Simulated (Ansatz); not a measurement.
Cost and result for the atomization energy of `CCNBN` (14 atoms, 13 bonds).

Cartesian coordinates in Å:
```
C 0.4159 1.8740 -0.8891
C -0.2451 1.1591 0.2769
N -0.4821 -0.2413 0.0240
B 0.1303 -1.3145 0.6979
N -0.1233 -2.6663 0.3817
H -0.2036 1.8127 -1.7886
H 0.5698 2.9327 -0.6636
H 1.3841 1.4232 -1.1178
H -1.1852 1.6671 0.5294
H 0.3905 1.2284 1.1627
H -1.1225 -0.4158 -0.7354
H 0.9025 -1.0673 1.5835
H -0.7515 -2.9754 -0.3389
H 0.3200 -3.4165 0.8772
```

Total charge 0; spin multiplicity 1. Geometry: relaxed with PBE0-D4/def2-TZVP. It is one conformer, not always the lowest. Program: Ansatz. All runs use 4 threads of an Arm Neoverse V2 on a shared host. Times are those of one run each, without the atoms' runs, and a repeat can differ threefold. Electronic energies, without spin–orbit coupling; frozen cores. CCSD(T)/CBS adds CCSD(T) − MP2 in def2-TZVPP to the MP2 limit, and its time is that of the two runs behind it. T1 = 0.010. B3LYP takes the VWN-RPA correlation (the form of Gaussian; ORCA's B3LYP/G).

CCSD(T)/CBS is a level of theory with its own doubt, some kJ/mol a heavy atom from the limit and from the frozen cores, so smaller differences don't rank the functionals.

```json
{"level": "PBE-D4/def2-TZVPP (with forces)", "functions": "281", "wall time": "2.1 s"}
{"level": "PBE0-D4/def2-TZVPP", "functions": "281", "wall time": "2.3 s"}
{"level": "B3LYP-D4/def2-TZVPP (with forces)", "functions": "281", "wall time": "3.8 s"}
{"level": "r2SCAN-D4/def2-TZVPP (with forces)", "functions": "281", "wall time": "4 s"}
{"level": "B2PLYP/def2-TZVPP", "functions": "281", "wall time": "4.8 s"}
{"level": "ωB97X-V/def2-TZVPP", "functions": "281", "wall time": "6.5 s"}
{"level": "ωB97M-V/def2-TZVPP (with forces)", "functions": "281", "wall time": "9.5 s"}
{"level": "MP2/def2-QZVPP", "functions": "555", "wall time": "27 s"}
{"level": "CCSD(T)/def2-TZVPP", "functions": "281", "wall time": "3.3 min"}
{"level": "CCSD(T)/CBS(def2)", "functions": "–", "wall time": "3.7 min"}
```

(1) What atomization energy does each give, and how far from CCSD(T)/CBS? (An estimate is asked.)

Results:

(1) Computed: 
| level | atomization (kcal/mol) | difference from CCSD(T)/CBS | per bond |
| --- | --- | --- | --- |
| PBE-D4/def2-TZVPP (with forces) | 1317.6 | 30.2 | 2.3 |
| PBE0-D4/def2-TZVPP | 1297.0 | 9.6 | 0.7 |
| B3LYP-D4/def2-TZVPP (with forces) | 1298.5 | 11.1 | 0.9 |
| r2SCAN-D4/def2-TZVPP (with forces) | 1289.9 | 2.5 | 0.2 |
| B2PLYP/def2-TZVPP | 1281.9 | -5.5 | -0.4 |
| ωB97X-V/def2-TZVPP | 1294.3 | 6.9 | 0.5 |
| ωB97M-V/def2-TZVPP (with forces) | 1297.2 | 9.8 | 0.8 |
| MP2/def2-QZVPP | 1287.9 | 0.5 | 0.0 |
| CCSD(T)/def2-TZVPP | 1255.0 | -32.4 | -2.5 |
| CCSD(T)/CBS(def2) | 1287.4 | 0.0 | 0.0 |

From PBE to PBE0 (25 % exact exchange), in def2-TZVPP and without D4, the atomization energy moves by −19.8 kcal/mol: exact exchange takes away binding that semilocal exchange gives to molecules. The D4 term adds +8.2 kcal/mol with B3LYP and +4.3 kcal/mol with PBE0; it sums over pairs of atoms, weighted by their polarisabilities, and B3LYP, whose exchange is more repulsive, gets the larger term. In def2-TZVPP, CCSD(T) changes the Hartree–Fock value by +309.5 kcal/mol (the triples alone add +16.1 kcal/mol) and MP2 by +323.3 kcal/mol; breaking electron pairs costs correlation energy, which Hartree–Fock lacks.
